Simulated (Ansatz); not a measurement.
System: AlH3, charge 0, singlet. AlH3 (SMILES [AlH3]).
B3LYP-D3(BJ)/def2-TZVP minimum from Ansatz (a program for electronic structure):
```xyz
4

Al     0.0000     0.0000     0.0000
H      0.6795    -0.4285     1.3607
H     -0.3300     1.5209    -0.2737
H     -0.3495    -1.0923    -1.0870
```

Total energies in cc-pV(Q+d)Z, 6 correlated electrons, 5 frozen orbitals. Open shells are spin-unrestricted; no spin-orbit coupling. Cores are frozen in correlated methods. No relativity.

```json
[
 {"method": "HF", "program": "Ansatz", "energy (Eh)": "-243.64896", "minus CCSDT(Q) (mEh)": "124.04"},
 {"method": "MP2", "program": "Ansatz", "energy (Eh)": "-243.74905", "minus CCSDT(Q) (mEh)": "23.95"},
 {"method": "CCSD", "program": "Ansatz", "energy (Eh)": "-243.77081", "minus CCSDT(Q) (mEh)": "2.19"},
 {"method": "CCSD(T)", "program": "Ansatz", "energy (Eh)": "-243.77255", "minus CCSDT(Q) (mEh)": "0.46"},
 {"method": "CCSDT(Q)", "program": "Ansatz", "energy (Eh)": "-243.77301", "minus CCSDT(Q) (mEh)": "0.00"}
]
```

Rough core times of Ansatz's runs on a shared machine: CCSD(T) under 20 s, CCSDT(Q) 4 min.
